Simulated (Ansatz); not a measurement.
Ideal-gas functions of C₃H₄ClIn (`ClC1=[CH][InH][CH2]1`) at 500 K and 1 bar, from an Ansatz frequency run at PBE0-D4/def2-TZVP.

Molar mass 190.34 g/mol, point group Cs (symmetry number 1), electronic degeneracy 1, moments of inertia 49.295, 540.613, 586.745 u Å². Harmonic wavenumbers (cm⁻¹, unscaled): 97, 263, 288, 407, 417, 429, 504, 598, 650, 785, 871, 979, 1044, 1093, 1171, 1444, 1577, 1868, 3081, 3131, 3211.

Use S(trans) = R[1.5 ln M + 2.5 ln T − 1.1517]; rotational temperatures θ = 24.2544 K / I; S(rot) = R[ln(√π/σ · √(T³/θAθBθC)) + 1.5]; for each mode x = 1.438777 ν̃/T, S = R[x/(eˣ − 1) − ln(1 − e⁻ˣ)] and H = RT x/(eˣ − 1); 1 cm⁻¹ = 0.0119627 kJ/mol; R = 8.31446 J/(mol·K).

Question: By hand: the entropy, in J/(mol·K).

Answer: Translation 185.1. Rotation: θ = 0.492, 0.0449, 0.0413 K, giving 123.8. Vibration, mode by mode: 18.95, 10.83, 10.11, 7.46, 7.28, 7.07, 5.92, 4.76, 4.22, 3.11, 2.56, 2.00, 1.73, 1.54, 1.29, 0.68, 0.50, 0.25, 0.01, 0.01, 0.01, in all 90.3. Electronic 0.0. Sum 399.2 J/(mol·K).

Question: By hand: H − E and G − E in kJ/mol, counted from the electronic energy.

Answer: Zero-point energy ½ × 23908 × 0.0119627 = 143.0; thermal vibration 25.4; translation, rotation and pV give 4 RT = 16.6. H − E = 185.0 kJ/mol, and G − E = 185.0 − 500 × 399.2/1000 = -14.6 kJ/mol.

Vibration gives 23 % of the entropy, 19.0 J/(mol·K) of it from the mode under 150 cm⁻¹: soft modes count most, and the harmonic formula is weakest for them.
